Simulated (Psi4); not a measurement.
Complex: C2H2 (SMILES C#C) (first 4 atoms) with N2 (SMILES N#N); geometry from B3LYP-D3(BJ)/def2-TZVP, rigid monomers moved along the line of their centres of mass till H4···N6 is 4.67 Å.
(charge 0, multiplicity 1):
```xyz
6

C     -0.4374     0.4278    -1.0306
C     -0.0409     0.0401     0.0303
H     -0.7903     0.7730    -1.9716
H      0.3088    -0.3019     0.9744
N      0.7597    -0.7456     6.6742
N      0.8333    -0.8165     5.5884
```

These are Psi4 with SAPT0/jun-cc-pV(D+d)Z values and carry that method's errors.

Problem. Give the four SAPT terms and the total, and say what mostly holds the pair together.

Solution. electrostatics -3.2, exchange 0.0, induction -0.1, dispersion -1.7, total -5.0 meV; the largest attraction is electrostatics.
